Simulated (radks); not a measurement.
Results of a calculation; reference values are marked as such.
Ionisation of the chlorine ion Cl3+, [Ne] 3s2 3p2, to [Ne] 3s2 3p1 as the strength of local exchange is varied. Code: a radial shooting solver on a logarithmic mesh with Libxc functionals. Model: non-relativistic Kohn-Sham, Slater X-alpha exchange (alpha = 2/3 is LDA exchange), no correlation, spin-unpolarised, spherical densities, point nucleus.

alpha	E(Cl3+) (hartree)	exchange (hartree)	IE (eV)	-e of the level emptied (eV)	<r> of it (bohr)
0.568	-451.05981	-20.46525	49.069	41.987 (3p)	1.549
0.61	-452.57502	-22.03466	49.820	42.714 (3p)	1.538
0.667	-454.63755	-24.17693	50.849	43.712 (3p)	1.524
0.762	-458.09093	-27.77899	52.590	45.401 (3p)	1.502
0.879	-462.37120	-32.26950	54.775	47.527 (3p)	1.475
0.906	-463.36321	-33.31429	55.286	48.024 (3p)	1.469
0.926	-464.09906	-34.09025	55.667	48.395 (3p)	1.465
0.949	-464.94637	-34.98478	56.105	48.823 (3p)	1.459

NIST Atomic Spectra Database: 53.2 +/- 0.12 eV (semi-empirical). The Delta-SCF value meets it near alpha = 0.80. Spin polarisation and multiplet splitting are left out, so open shells lie too high by an amount that depends on their filling.

Beside tabulated values, note that spin-unpolarised runs miss the spin-polarisation part of the exchange energy of open shells.
